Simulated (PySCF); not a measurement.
**Radial density of Os⁷³⁺ (osmium, charge +73)**

PBEsol, [He] 2s1, 2S determinant. All numbers are calculated (PySCF 2.14, no relativity, point nucleus, in an uncontracted even-tempered set (17 s from 54 bohr⁻², ratio 2.2; 8 p from 82 bohr⁻², ratio 2.4; 5 d from 250 bohr⁻², ratio 2.4; 5 f from 370 bohr⁻², ratio 2.4; 4 g from 550 bohr⁻², ratio 2.4)).

```csv
r (bohr),4πr²ρ (e/bohr),4πr²(ρα − ρβ)
0.000318,0.3550,0.0204
0.000535,0.9719,0.0557
0.000899,2.601,0.1491
0.00151,6.704,0.3834
0.00254,16.21,0.9214
0.00428,35.20,1.9646
0.00720,63.73,3.3576
0.0121,84.81,3.6374
0.0204,66.84,1.0023
0.0342,24.44,1.5643
0.0576,14.39,12.4719
0.0969,9.614,9.5998
0.163,0.7355,0.7355
0.274,0.002211,0.0022
```

A non-relativistic calculation at this Z misses sizeable relativistic shifts.
